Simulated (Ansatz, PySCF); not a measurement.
Process, species as SMILES: C[SiH](C)[SiH2]Cl -> [CH2][SiH](C)[SiH2]Cl + H atom (the C-H bond at the site shown breaks; other sites are not compared here)
Geometries: B3LYP-D3(BJ)/def2-TZVP minima from Ansatz (a quantum-chemistry and plane-wave program), one conformer each, not searched for the lowest. Frequencies are from Ansatz or PySCF.

Wanted: bond dissociation energy (enthalpy at 298 K, with B3LYP-D3(BJ) rigid-rotor harmonic-oscillator terms), in kcal/mol. Cores are frozen in the correlated levels unless marked. UHF or UKS for open shells. No spin-orbit coupling. No relativistic terms. CBS(X,Y): correlation extrapolated as X^-3; Hartree-Fock from the larger set.

```csv
level,program,bond dissociation energy (kcal/mol),minus last row
HF/STO-3G,Ansatz,104.0,3.2
HF/6-31G*,Ansatz,74.6,-26.2
PBE/def2-TZVPD,Ansatz,96.7,-4.1
revPBE-D3(BJ)/def2-TZVPD,Ansatz + dftd3,95.6,-5.2
B3LYP-D3(BJ)/def2-TZVPD,Ansatz + dftd3,98.5,-2.3
LC-wPBE-D4/def2-TZVPD,Ansatz + dftd4,97.5,-3.3
B2PLYP-D3(BJ)/def2-TZVPD,Ansatz + dftd3,98.4,-2.4
CCSD(T)/6-31G*,Ansatz,92.5,-8.3
CCSD(T) with core electrons (1s frozen past Ne)/cc-pwCVTZ,Ansatz,99.9,-0.9
"CCSD(T)/CBS(cc-pV(T+d)Z,cc-pV(Q+d)Z)",Ansatz,100.8,0.0
```
